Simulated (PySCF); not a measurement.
disilylmethane (CH8Si2), SMILES [SiH3]C[SiH3].

Coordinates come from a PBE-D3(BJ)/def2-SVP optimisation.

Calculation: B3LYP/def2-TZVPD (PySCF).

Gas-phase values at a fixed geometry.

```
Property                                                                                                        Value
---------------------------------------------------------------------------------------------  ----------------------
total energy                                                                                       -621.98347 hartree
highest occupied level                                                                                       -8.56 eV
lowest empty level                                                                                           -0.31 eV
orbital gap                                                                                                   8.25 eV
dipole moment                                                                                                  0.84 D
quadrupole, principal values (traceless, Buckingham form, about the centre of nuclear charge)   -2.73, 1.33, 1.41 D·Å
mean static polarisability                                                                      72.2 bohr³ (10.70 Å³)
polarisability, principal values                                                               64.5, 67.1, 85.0 bohr³
```
